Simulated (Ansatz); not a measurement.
Reaction (isomerisation): `C[As]1C[SiH2]1` → `[SiH3]C1C[AsH]1`

Gas-phase electronic energies from Ansatz, PBE0-D4/def2-TZVP geometries. CCSD(T)/CBS is the MP2 limit (def2-TZVPP, def2-QZVPP) plus CCSD(T) − MP2 in def2-TZVPP, frozen cores. DFT in def2-TZVPP. B3LYP here is the variant with VWN-RPA as its local correlation; programs differ in this. For As outer-core shells are correlated without core-valence functions, which leaves a few kJ/mol of doubt a bond. Scalar relativity is left out up to krypton.

`C[As]1C[SiH2]1`:

Z-matrix (Å, degrees):
```
C
As 1 1.980
H 1 1.091 2 108.4
H 1 1.090 2 108.8 3 118.4
H 1 1.090 2 112.3 3 -120.8
C 2 2.036 1 96.4 3 88.2
Si 2 2.312 1 95.8 3 138.3
H 6 1.086 2 112.2 1 -153.6
H 6 1.086 2 114.0 1 -24.0
H 7 1.480 2 120.4 1 161.6
H 7 1.481 2 118.9 1 12.7
```

`[SiH3]C1C[AsH]1`:

Z-matrix (Å, degrees):
```
Si
C 1 1.856
H 1 1.485 2 110.5
H 1 1.491 2 111.6 3 121.0
H 1 1.489 2 108.2 3 -120.0
C 2 1.482 1 121.1 3 157.9
As 2 2.006 1 113.9 3 80.9
H 2 1.086 1 116.3 3 -51.8
H 6 1.083 2 118.5 1 146.0
H 6 1.085 2 118.3 1 0.9
H 7 1.526 2 93.4 1 -153.1
```

| level | ΔE (kcal/mol) | difference from CCSD(T)/CBS |
| --- | --- | --- |
| PBE-D4 | 10.3 | 2.5 |
| r2SCAN-D4 | 9.8 | 2.0 |
| B3LYP-D4 | 8.3 | 0.5 |
| r2SCAN | 9.8 | 2.0 |
| HF/def2-TZVPP | 5.7 | -2.1 |
| MP2/def2-TZVPP | 7.2 | -0.6 |
| HF/def2-QZVPP | 5.5 | -2.3 |
| MP2/def2-QZVPP | 7.2 | -0.6 |
| MP2/CBS(def2) | 7.3 | -0.5 |
| CCSD/CBS(def2) | 7.5 | -0.3 |
| CCSD(T)/CBS | 7.8 | 0 |

Largest T1 diagnostic among the species: 0.011.

In def2-TZVPP, CCSD(T) changes the Hartree–Fock value by +2.0 kcal/mol (the triples alone add +0.3 kcal/mol) and MP2 by +1.5 kcal/mol.
